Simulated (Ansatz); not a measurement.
Cost and result up the ladder for (BeO)6 ring (Be₆O₆) (12 atoms). Total charge 0; singlet. Geometry: r2SCAN-D4/def2-SVP.

```csv
atom,x (Å),y (Å),z (Å)
Be1,-2.348,-0.278,-1.144
Be2,-0.876,-2.393,-0.637
Be3,1.472,-2.115,0.507
Be4,2.348,0.278,1.145
Be5,0.876,2.393,0.637
Be6,-1.472,2.115,-0.507
O7,-2.020,-1.674,-1.117
O8,0.373,-2.825,-0.081
O9,2.393,-1.151,1.034
O10,2.020,1.674,1.117
O11,-0.373,2.825,0.081
O12,-2.393,1.151,-1.035
```

Ansatz on 4 threads of Arm Neoverse V1 on a shared host. Times are rough, and most runs start from the orbitals of an earlier one. PBE0-D4/def2-TZVP serves as the yardstick here, not as an exact answer. Differences are given only for rows in sets of like size (and for xTB, whose basis is part of the method), since another set adds its own error. Binding counts from free atoms at the same level (Be singlet, O triplet; other spins of the atoms weren't run), without zero-point energy or a counterpoise term.

B3LYP takes the VWN-RPA correlation. Correlated methods freeze 6 core orbitals. The rows differ in basis, and correlated rows in double-zeta sets carry the largest basis error. Another isomer (singlet) lies 0.45 eV lower at PBE0-D4/def2-TZVP; other spin states weren't run for this one.

Correlated methods converge slowly with the basis, most of all in double-zeta sets.

```
                         level  functions  wall time
                     HF/STO-3G         60     0.55 s
               PBE-D4/def2-SVP        138      1.9 s
              PBE0-D4/def2-SVP        138        3 s
PBE-D4/def2-TZVP (with forces)        300      5.5 s
             BLYP-D4/def2-TZVP        300        6 s
             PBE0-D4/def2-TZVP        300        8 s
           r2SCAN-D4/def2-TZVP        300        8 s
            BHLYP-D4/def2-TZVP        300      8.5 s
            B3LYP-D4/def2-TZVP        300       10 s
                 MP2/def2-TZVP        300       11 s
              CCSD(T)/def2-SVP        138       76 s
```

Task: Estimate what each level gives for the binding energy per atom (eV).

Result: 
```json
{"level": "HF/STO-3G", "binding energy per atom (eV)": "3.93", "difference from PBE0-D4/def2-TZVP (eV)": "–"}
{"level": "PBE-D4/def2-SVP", "binding energy per atom (eV)": "5.32", "difference from PBE0-D4/def2-TZVP (eV)": "–"}
{"level": "PBE0-D4/def2-SVP", "binding energy per atom (eV)": "5.11", "difference from PBE0-D4/def2-TZVP (eV)": "–"}
{"level": "PBE-D4/def2-TZVP (with forces)", "binding energy per atom (eV)": "5.26", "difference from PBE0-D4/def2-TZVP (eV)": "0.18"}
{"level": "BLYP-D4/def2-TZVP", "binding energy per atom (eV)": "5.21", "difference from PBE0-D4/def2-TZVP (eV)": "0.13"}
{"level": "PBE0-D4/def2-TZVP", "binding energy per atom (eV)": "5.08", "difference from PBE0-D4/def2-TZVP (eV)": "0.00"}
{"level": "r2SCAN-D4/def2-TZVP", "binding energy per atom (eV)": "5.21", "difference from PBE0-D4/def2-TZVP (eV)": "0.13"}
{"level": "BHLYP-D4/def2-TZVP", "binding energy per atom (eV)": "4.92", "difference from PBE0-D4/def2-TZVP (eV)": "-0.16"}
{"level": "B3LYP-D4/def2-TZVP", "binding energy per atom (eV)": "5.15", "difference from PBE0-D4/def2-TZVP (eV)": "0.06"}
{"level": "MP2/def2-TZVP", "binding energy per atom (eV)": "5.21", "difference from PBE0-D4/def2-TZVP (eV)": "0.12"}
{"level": "CCSD(T)/def2-SVP", "binding energy per atom (eV)": "4.54", "difference from PBE0-D4/def2-TZVP (eV)": "–"}
```
